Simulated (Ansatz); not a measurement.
The same molecule with X = Ti, Zr, Hf. Ansatz, PBE0-D4/def2-TZVP geometries, multiplicity 1. Each molecule was computed in one conformer, which needn't be the lowest.

Elements past krypton have def2 core potentials. Scalar relativity is left out up to krypton.

```csv
X,molecule,mean X–C bond length / Å,mean X–F bond length / Å,HOMO–LUMO gap (ωB97M-V/def2-TZVPP) / eV,size of the dipole moment (PBE/def2-TZVPP) / D,LUMO energy (B3LYP/def2-TZVPP) / eV
Zr,`[F][Zr]([F])([F])[c]1ccccc1`,2.196,1.900,9.96,2.01,-2.00
Hf,`[F][Hf]([F])([F])[c]1ccccc1`,2.197,1.902,10.18,1.88,-1.73
```

**Question.** Give the row for X = Ti, `[F][Ti]([F])([F])[c]1ccccc1`. (An estimate is asked.)

**Answer.** Ansatz gave: 
```
 X                       molecule  mean X–C bond length / Å  mean X–F bond length / Å  HOMO–LUMO gap (ωB97M-V/def2-TZVPP) / eV  size of the dipole moment (PBE/def2-TZVPP) / D  LUMO energy (B3LYP/def2-TZVPP) / eV
Ti  `[F][Ti]([F])([F])[c]1ccccc1`                     2.028                     1.752                                     9.41                                            2.60                                -2.94
```

From Ti to Hf the mean X–C bond length rises at each step, by 0.169 Å in all; the mean X–F bond length rises at each step, by 0.150 Å in all; the HOMO–LUMO gap (ωB97M-V/def2-TZVPP) rises at each step, by 0.77 eV in all; the LUMO energy (B3LYP/def2-TZVPP) rises at each step, by 1.21 eV in all. Dipoles are sizes alone, and their direction can turn along the series.

Positive LUMOs are unbound, so they and the gaps depend on the basis.

B3LYP here is the variant with VWN-RPA as its local correlation; programs differ in this.
